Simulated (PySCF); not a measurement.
Species: sum formula H₄Si₂OCl₂, net charge 0, singlet state. 
Geometry from a B3LYP-D3(BJ)/def2-TZVP (Ansatz) optimisation:
SMILES: Cl[SiH](Cl)O[SiH3]
```xyz
9

Si     0.5928    -0.1448     0.5881
Cl     0.5212     1.8981     0.7527
Cl     1.7092    -0.6252    -1.0636
O     -0.8965    -0.7361     0.4356
Si    -2.2976    -0.7634    -0.4399
H      1.2319    -0.7014     1.7797
H     -2.8932     0.5891    -0.4567
H     -3.2088    -1.7170     0.2228
H     -2.0072    -1.2048    -1.8202
```
Charge 0, spin multiplicity 1.

Dispersion corrections to the total energy (kcal/mol) from the dftd3 and dftd4 libraries through PySCF: D3(BJ) without and D4 with the three-body term, each with the damping fitted for the functional named.

```tsv
functional	D3(BJ)	D4
TPSS	-8.01	-8.78
r2SCAN	-1.79	-1.57
BHLYP	-9.60	-8.92
revPBE	-14.11	(withheld)
B3LYP	(withheld)	-10.62
B2PLYP	-5.79	-4.59
PW6B95	-4.00	(withheld)
```

**Question.** Fill in the missing entries.

**Answer.** 
- revPBE, D4: -17.01
- B3LYP, D3(BJ): -11.37
- PW6B95, D4: -5.27
